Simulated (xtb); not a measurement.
ClH3SeSi, SMILES Cl[SiH2][SeH]. All values are semi-empirical tight-binding results from xtb (GFN2-xTB unless named), good for trends rather than for accurate numbers. The structure is a stationary point at GFN2-xTB. One conformer was computed; it need not be the lowest.

| Item | Value |
|---|---|
| orbital gap | 4.36 eV |
| zero-point energy | 15.5 kcal/mol |
| G − E(el) at 298.15 K (modified RRHO) | -3.6 kcal/mol |
| static polarisability (D4 model) | 70.5 bohr³ |
| solvation energy, GFN2-xTB/ALPB(water) | -2.5 kcal/mol |
| solvation energy, GFN2-xTB/ALPB(dmf) | -4.3 kcal/mol |
